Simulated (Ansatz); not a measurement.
Gas-phase electronic energies from Ansatz, PBE0-D4/def2-TZVP geometries. CCSD(T)/CBS is the MP2 limit (def2-TZVPP, def2-QZVPP) plus CCSD(T) − MP2 in def2-TZVPP, frozen cores. This one scheme is used for every species, atoms too. Functionals use def2-TZVPP. B3LYP here is the variant with VWN-RPA as its local correlation; programs differ in this. HSE06 is defined as in plane-wave codes. No spin–orbit coupling; open shells (•) take unrestricted orbitals. Spin–orbit coupling would lower the free atoms: a little for O, Si; clearly for Ge. Bonds to Ge are less sure, by a few kJ/mol each and by 10 to 20 or more in all where they break to atoms, as the def2 sets lack core-valence functions. Scalar relativity is left out up to krypton.

Consider the atomization: `[SiH3][O][GeH]` → Ge• + 4 H• + O• + Si•.

`[SiH3][O][GeH]`:

Z-matrix (Å, degrees):
```
Si
O 1 1.643
H 1 1.485 2 109.3
H 1 1.490 2 110.8 3 120.2
H 1 1.485 2 109.3 3 -119.6
Ge 2 1.789 1 134.1 3 -120.3
H 6 1.605 2 93.5 1 180.0
```

```json
{"level": "B3LYP-D4", "ΔE (kcal/mol)": "513.2"}
{"level": "HSE06-D4", "ΔE (kcal/mol)": "501.7"}
{"level": "PBE", "ΔE (kcal/mol)": "507.1"}
{"level": "BLYP", "ΔE (kcal/mol)": "505.7"}
{"level": "CCSD(T)/def2-SVP", "ΔE (kcal/mol)": "473.5"}
{"level": "MP2/def2-TZVPP", "ΔE (kcal/mol)": "504.1"}
{"level": "CCSD(T)/def2-TZVPP", "ΔE (kcal/mol)": "501.9"}
{"level": "HF/def2-QZVPP", "ΔE (kcal/mol)": "370.7"}
```

Problem. What does CCSD(T)/CBS give? (Best estimate.)

Solution. Ansatz gave: +517.0 kcal/mol. The listed levels differ from it by -3.8, -15.3, -9.9, -11.3, -43.5, -12.9, -15.1, -146.3 kcal/mol.

Largest T1 diagnostic among the species: 0.014.

In def2-TZVPP, CCSD(T) changes the Hartree–Fock value by +132.6 kcal/mol (the triples alone add +6.9 kcal/mol) and MP2 by +134.9 kcal/mol; breaking electron pairs costs correlation energy, which Hartree–Fock lacks. From PBE to PBE0 (25 % exact exchange), in def2-TZVPP and without D4, ΔE moves by −8.2 kcal/mol: exact exchange takes away binding that semilocal exchange gives to molecules. At CCSD(T), def2-SVP lies −43.5 kcal/mol from the extrapolated value and def2-TZVPP −15.1 kcal/mol: correlation converges slowly with the basis, and small sets miss more of it in the bonded molecule than in its fragments.

For atomizations the MP2-based limit and the directly extrapolated one differ by several kJ/mol either way, and by 10 to 25 for some Ge, Se and Sn compounds, so smaller differences from it don't rank the levels.
